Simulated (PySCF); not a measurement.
F4Hf (SMILES [F][Hf]([F])([F])[F]), singlet, at a GFN2-xTB geometry (such geometries of metal compounds can be far from the true shape) (core potentials on Hf).

Input for PySCF:
```python
from pyscf import gto, scf, dft

mol = gto.Mole()
mol.atom = '''
    Hf   -0.000000    0.000000    0.000000
    F     1.205187    0.854949   -1.064829
    F     0.873966   -1.170589    1.087741
    F    -1.190075   -0.908014   -1.037548
    F    -0.889078    1.223654    1.014636
'''
mol.basis = 'def2-svp'
mol.ecp = {'Hf': 'def2-svp'}
mol.charge = 0
mol.spin = 0
mol.verbose = 4
mol.build()

mf = dft.RKS(mol)
mf.xc = 'tpssh'
mf.kernel()
mf.analyze()
```

Problem. What total energy does PySCF with TPSSH/def2-SVP give?

Solution. -447.3764 Eh

Problem. What nuclear repulsion energy does TPSSH/def2-SVP give?

Solution. 211.9840 Eh

Problem. Predict the number of basis functions from TPSSH/def2-SVP.

Solution. 88

Problem. Estimate the dipole moment that TPSSH/def2-SVP returns for this input.

Solution. 0.00 D

Problem. Estimate the HOMO-LUMO gap that TPSSH/def2-SVP returns for this input.

Solution. 10.08 eV
